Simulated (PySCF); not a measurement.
A structure optimised at PBE-D3(BJ)/def2-SVP, used in a PySCF frequency run:

```xyz
12

C     -0.3937     3.1651     0.0000
C     -0.1681     1.9576     0.0000
B      0.1873     0.4567     0.0000
O      1.4928     0.0373     0.0000
O     -0.8538    -0.4401     0.0000
C     -0.8337    -1.8090     0.0000
C      0.2309    -2.6307     0.0000
H     -0.6094     4.2255     0.0000
H      2.1015     0.7977     0.0000
H     -1.8644    -2.2017     0.0000
H      1.2655    -2.2663     0.0000
H      0.0459    -3.7143     0.0000
```

**Question.** Write its SMILES, formula and point group.

**Answer.** C#CB(O)OC=C, C4H5BO2, Cs

**Question.** What are its rotational constants (standard atomic weights)?

**Answer.** 7.3430, 1.5013, 1.2464 GHz
